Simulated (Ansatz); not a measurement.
`C[SiH](S)Cl` + CH₃NH₂ → `CN[SiH](C)S` + HCl at 700 K and 1 bar (ligand exchange at the Si–Cl bond).

Program: Ansatz. Geometries: PBE0-D4/def2-TZVP. ΔE: electronic, gas phase. CCSD(T)/CBS is the MP2 limit (def2-TZVPP, def2-QZVPP) plus CCSD(T) − MP2 in def2-TZVPP, frozen cores. This one scheme is used for every species. One conformer a species, not always the lowest.

| species | CCSD(T)/CBS energy (Eh) | H − E (kJ/mol) | S (J/(mol·K)) |
| --- | --- | --- | --- |
| `C[SiH](S)Cl` | -1187.79090 | 221.6 | 448.1 |
| CH₃NH₂ | -95.75281 | 207.6 | 296.6 |
| `CN[SiH](C)S` | -823.14471 | 386.2 | 526.7 |
| HCl | -460.38127 | 38.4 | 211.8 |

H − E and S are ideal-gas, rigid-rotor, harmonic terms from PBE0-D4/def2-TZVP, for one conformer and one mirror image of each species. 1 Eh = 2625.50 kJ/mol, R = 8.31446 J/(mol·K).

Q: By hand: ΔE, ΔH, ΔS and ΔG.

A: ΔE = (-823.14471) + (-460.38127) − (-1187.79090) − (-95.75281) = 0.01773 Eh = 46.6 kJ/mol. Δ(H − E) = 386.2 + 38.4 − 221.6 − 207.6 = -4.6, so ΔH = 42.0 kJ/mol. ΔS = 526.7 + 211.8 − 448.1 − 296.6 = -6.2 J/(mol·K). ΔG = 42.0 − 700 × (-6.2)/1000 = 46.3 kJ/mol.

Q: By hand: the equilibrium constant, and the temperature at which ΔG would vanish if ΔH and ΔS stayed fixed.

A: log₁₀ K = −ΔG/(RT ln 10) = -3.5. ΔH and −TΔS have one sign here, so there is no such temperature.

The number of gas molecules stays the same, so ΔS is small and ΔH decides. A doubt of 5 kJ/mol in ΔE shifts log₁₀ K by 0.4 here. Other conformers and mirror images would add mixing entropy, several J/(mol·K) or more a flexible species. These are equilibria of isolated gas molecules and say nothing of rates. Largest T1 diagnostic: 0.010 (customary marks: 0.02 for closed shells, 0.045 for open ones).

ΔS is within the doubt of such terms, so its sign, and with it that verdict, could turn.
